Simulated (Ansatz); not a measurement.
A run for Ansatz (an electronic-structure program): U-PBE/cc-pVTZ on CH6Ge (SMILES [CH3][GeH3]), a point of a bond scan (R = 1.199 Å).

Ansatz 0.2 input:
```yaml
crystal:
  periodic: [false, false, false]
  atoms:
    - {symbol: Ge, position_ang: [-0.38835125, 0.04640901, -0.00852656]}
    - {symbol: C, position_ang: [1.56306430, -0.18679033, 0.03431833]}
    - {symbol: H, position_ang: [-1.01360672, -0.86595548, -1.08094616]}
    - {symbol: H, position_ang: [-0.74620326, 1.50809990, -0.33843382]}
    - {symbol: H, position_ang: [-1.00099970, -0.31222034, 1.35876419]}
    - {symbol: H, position_ang: [1.83835609, -1.32462230, 0.29114674]}
    - {symbol: H, position_ang: [2.00262959, 0.45945623, 0.79343740]}
    - {symbol: H, position_ang: [1.99370484, 0.06745653, -0.93368027]}
basis:
  gaussian:
    orbitals: cc-pVTZ
hamiltonian:
  xc: {name: PBE}
magnetization: {spin_polarized: true, initial_magnetization: 0}
```

Output:

```
WARN ansatz: RAYON_NUM_THREADS=1 ignored (pool sized by the plan → 1); use --threads N
Functional definition: PBE
integrals: 0.06 GiB planned
881 factors; their error is unknown
mean field: 0.62 GiB planned
mean field evaluation 1: about -57635.8576 eV, gradient 4.3e1 eV
mean field evaluation 2: about -57622.8081 eV, gradient 5.9e1 eV
mean field evaluation 4: about -57643.8036 eV, gradient 2.5e0 eV
mean field evaluation 8: about -57643.8287 eV, gradient 2.1e-2 eV
mean field evaluation 16: about -57643.8185 eV, gradient 1.9e-5 eV
mean field -57643.81848393 eV, -2118.3712569010 hartree, gradient 1.9e-5 eV, S^2 0.000000; 0 other end points of the search recorded, 0 dependent functions left out
reference -57643.81852270 eV, -2118.3712583256 hartree; 22, 22 occupied and 135, 135 virtual orbitals, 881 factors
Total energy: -57643.81852270 eV, -2118.3712583256 hartree
```

The calculation finished and met its thresholds.

Cost: very roughly 7 core-seconds.
